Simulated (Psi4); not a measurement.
Intermolecular potential of H4O4Si ··· Cl- (SMILES O[Si](O)(O)O and [Cl-]) (charge -1), singlet. Monomers: optimised at B3LYP-D3(BJ) (def2-TZVP), held rigid. Orientation: lowest of the rigid-body minima from ten starts at GFN2-xTB. The monomers approach along the line of their centres of mass (distance R); nothing else relaxes.

Level of theory: SAPT0/jun-cc-pVDZ, frozen core run with Psi4.

Components in kcal/mol:

```tsv
R / Å	electrostatics	exchange	induction	dispersion	total
3.86	-25.93	37.87	-16.71	-5.24	-10.01
4.04	-20.08	22.86	-11.52	-3.65	-12.38
4.21	-16.00	14.19	-8.29	-2.63	-12.73
4.43	-12.24	7.67	-5.62	-1.76	-11.95
4.73	-8.85	3.34	-3.52	-1.05	-10.08
5.07	-6.39	1.32	-2.23	-0.60	-7.90
5.55	-4.25	0.37	-1.30	-0.28	-5.46
6.22	-2.59	0.06	-0.71	-0.10	-3.34
7.25	-1.36	0.00	-0.34	-0.03	-1.73
8.52	-0.69	0.00	-0.17	-0.01	-0.87
```
